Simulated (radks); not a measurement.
Coulomb parameter of the 4d shell of the ruthenium ion Ru3+ in the model configuration [Kr] 4d4 5s1, as a second difference U = [E(n + 0.25) + E(n - 0.25) - 2 E(n)] / (0.25)^2 with all orbitals relaxed. "Bare": the charge of the atom changes with n. "Screened": the 5s shell takes up the change at fixed total charge, which measures U(4d,4d) + U(5s,5s) - 2 U(4d,5s). Method: Dirac Kohn-Sham, BLYP, spin-unpolarised, spherical densities, finite nucleus; open shells are shared between the two j in proportion to 2j + 1; Fermi nuclear charge, rms radius 4.4809 fm; computed with a radial shooting solver on a logarithmic mesh with Libxc functionals.

| case | configuration | E - E(n) (eV) |
|---|---|---|
| start | [Kr] 4d4 5s1 | 0.000 |
| bare +0.25 | [Kr] 4d4.25 5s1 | -9.801 |
| bare -0.25 | [Kr] 4d3.75 5s1 | 10.692 |
| screened +0.25 | [Kr] 4d4.25 5s0.75 | -2.501 |
| screened -0.25 | [Kr] 4d3.75 5s1.25 | 2.633 |

U(bare) = 14.247 eV, U(screened by 5s) = 2.111 eV.
